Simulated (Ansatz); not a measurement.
The cluster Cu3H2⁺. The state is a singlet with charge 1. Geometry B3LYP-D4/def2-TZVP, basis def2-TZVP, Ansatz.

```xyz
5

Cu   -0.072   -0.141    0.231
Cu    2.192   -0.953   -0.590
Cu   -1.900    1.527   -0.348
H     1.438   -0.465    0.685
H    -1.658    0.031    0.022
```

```json
{"run": "A", "HOMO (eV)": "-12.12", "LUMO (eV)": "-6.67"}
{"run": "B", "HOMO (eV)": "-10.66", "LUMO (eV)": "-7.96"}
{"run": "C", "HOMO (eV)": "-10.68", "LUMO (eV)": "-7.43"}
{"run": "D", "HOMO (eV)": "-12.14", "LUMO (eV)": "-6.41"}
{"run": "E", "HOMO (eV)": "-10.68", "LUMO (eV)": "-7.86"}
```

The structure comes from a short search, and lower isomers may exist.

Task: The runs used BLYP, PBE, PBE0, r2SCAN, r2SCAN0. Estimate which is which.

Result: A PBE0 (25 % exact exchange); B BLYP (0 % exact exchange); C r2SCAN (0 % exact exchange); D r2SCAN0 (25 % exact exchange); E PBE (0 % exact exchange). Exact exchange lowers occupied and raises empty levels; among semilocal functionals meta-GGAs tend to open the gap a little, and such runs are hard to tell apart. The gap grows from 2.70 eV (BLYP) to 5.72 eV (r2SCAN0).
